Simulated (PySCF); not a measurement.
Vertical excitations of a molecule C₃H₁₀OSi₂ from TDA-PBE/def2-SVPD run with PySCF 2.14.0, as energy in eV (oscillator strength): 3.46 (0.001), 5.09 (0.006), 5.30 (0.004), 5.39 (0.004), 5.64 (0.020), 5.68 (0.113). Lowest triplet (TDA): 2.77 eV. Geometry: PBE0-D3(BJ)/def2-SVP. Other conformers were not sampled.

Q: Identify the compound among the candidates.
(A) CC(=O)[SiH2]C[SiH3]
(B) C[SiH](C)[SiH2]C=O
(C) O[SiH2]C/C=C/[SiH3]
(D) C[Si@H]1C[Si@H](O)C1

A: A, CC(=O)[SiH2]C[SiH3]
